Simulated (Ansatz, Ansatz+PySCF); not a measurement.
```yaml
atoms:
  - { symbol: O, position_ang: [0.0000, 0.0000, -0.3867] }
  - { symbol: O, position_ang: [0.0000, 0.9759, 0.1934] }
  - { symbol: O, position_ang: [0.0000, -0.9759, 0.1934] }
```

Basis set: def2-SVP (spherical functions). Correlated methods keep 3 orbitals frozen. Charge 0, multiplicity 1.

Computed with Ansatz (development build ahead of 0.2.0); each method stands on the lowest determinant of its kind that the runs found. Restricted open shells among the atoms or ions are ROHF, correlated in semicanonical orbitals with singles.

The atomization energy at this shape (free ground-state atoms in the same class of orbitals less the molecule, no zero-point energy) of singlet O3:

```tsv
method	atomization energy
UHF-CCSDT(Q)	375.6 kJ/mol
RHF-CCSD(T)	366.1 kJ/mol
RHF-CCSD	314.8 kJ/mol
UHF-CCSD(T)	352.8 kJ/mol
UHF-CCSD	307.6 kJ/mol
RHF-MP2	454.5 kJ/mol
UHF-MP2	315.9 kJ/mol
UHF	-162.7 kJ/mol
```

Task: What does RHF give?

Result: -214.2 kJ/mol. Caution: the shape is not the minimum. Caution for UHF-CCSDT(Q), UHF-CCSD(T), UHF-CCSD, UHF-MP2, UHF: the determinant breaks the point group; the unrestricted determinant is spin contaminated. Caution for RHF-CCSD(T), RHF-CCSD, RHF-MP2, RHF: an unrestricted determinant lies well below. Caution for UHF-CCSD(T), UHF-MP2: another reference gives a lower total. Caution for UHF, RHF: the molecule lies well above its atoms at this level.
